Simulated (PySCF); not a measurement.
Caution: the restricted solution is unstable towards spin-unrestricted or complex orbitals, so a lower solution exists and this singlet may not be the ground state.

**CH4B2, SMILES `B(C)=B` (charge 0, multiplicity 1)**

These are PBE-D3(BJ)/def2-TZVP // B3LYP-D3(BJ)/def2-TZVP in PySCF values and carry that method's errors.

```yaml
HOMO: -4.26 eV
dipole_moment: 1.45 D
HOMO–LUMO gap: -0.26 eV
LUMO: -4.52 eV
total_energy: -89.9475 Ha
cost: about 60 core-seconds (a rough figure)
```

```xyz
7

B      1.9258    -0.3434     0.2564
B      0.4278    -0.0869     0.2010
C     -1.0679     0.1821     0.2272
H      3.0791    -0.5412     0.3004
H     -1.3880     1.0755    -0.3142
H     -1.2800     0.3811     1.2919
H     -1.6969    -0.6671    -0.0500
```
Charge 0, spin multiplicity 1.
